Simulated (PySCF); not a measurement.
Compound: C₆H₄NS (charge +1).
Numbering: `[N:1]#[C:2][c:3]1[cH:4][cH:5][s+:6][cH:7][cH:8]1`

Probes without a nucleus sit at each ring's centroid and 1 Å off its mean plane on both sides; NICS is minus the shielding there, NICSzz its component along the normal. Level: GIAO PBE0/pcSseg-1 (PySCF, non-relativistic, gas phase) on the GFN2-xTB geometry, one conformer.

Ring bond lengths (Å), with Mayer bond orders in brackets: C3–C4 1.403 (1.32), C4–C5 1.370 (1.47), C5–S6 1.694 (1.29), S6–C7 1.694 (1.29), C7–C8 1.370 (1.48), C8–C3 1.403 (1.32).

Task: Give the NICS values of each ring in ppm.

Result: 
```tsv
ring	type	NICS(0)	NICS(1), two faces	NICS(1)zz, two faces	rms pucker (Å)	centre to ring atoms, mean (Å)
C3–C4–C5–S6–C7–C8	6-membered ring with S; formal bonds all aromatic	-7.7	-10.5 / -10.5	-24.6 / -24.6	0.00	1.48
```

Task: What do they say, and how far can they be read as aromaticity?

Result: 
- C3–C4–C5–S6–C7–C8: mean NICS(1)zz -24.6 ppm, shielded. For a flat ring without four-coordinate atoms the NICS criterion counts such a value as aromatic.

Task: What does the geometric index give? HOMA takes Krygowski's 1993 parameters.

Result: 
- C3–C4–C5–S6–C7–C8: HOMA 0.94; the largest term is that of C7–C8, α(R − Ropt)² = 0.08. The geometric and the magnetic index point the same way.

Task: Give the inner angles of the rings and the Hirshfeld charges of the ring atoms.

Result: 
- C3–C4–C5–S6–C7–C8: C3 122.5° (+0.092 e), C4 122.6° (+0.023 e), C5 124.8° (+0.028 e), S6 102.6° (+0.364 e), C7 124.8° (+0.028 e), C8 122.6° (+0.023 e); sum 720.0° against 720° for a flat convex ring.
